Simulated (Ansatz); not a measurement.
Species: SnH$_{2}$, net charge 1, doublet state. 
Coordinates optimised at B3LYP-D3(BJ)/def2-TZVP (Ansatz, a quantum-chemistry and plane-wave program):
```xyz
3

Sn    -0.0032     0.0005    -0.0335
H      0.0891    -1.5130     0.8159
H      0.0709     1.4900     0.8589
```
Charge +1, spin multiplicity 2.

Q: Give the harmonic wavenumbers at B3LYP-D3(BJ)/def2-TZVP (Ansatz, finite differences of forces, unscaled).

A: 672, 1723, 1813 cm⁻¹. Zero-point energy 6.0 kcal/mol.

Q: From these and the geometry, give the ideal-gas thermochemistry at 298.15 K and 1 atm (rigid rotor, harmonic oscillator).

A: Point group C2v, rotational symmetry number 2. Rotational constants 333, 111.2, 83.34 GHz. S(trans) 40.28, S(rot) 13.93, S(vib) 0.35, S(elec, spin only) 1.38, S 55.9 cal/(mol K). H(298) - H(0) 2.45 kcal/mol; G - E(el) -8.2 kcal/mol.
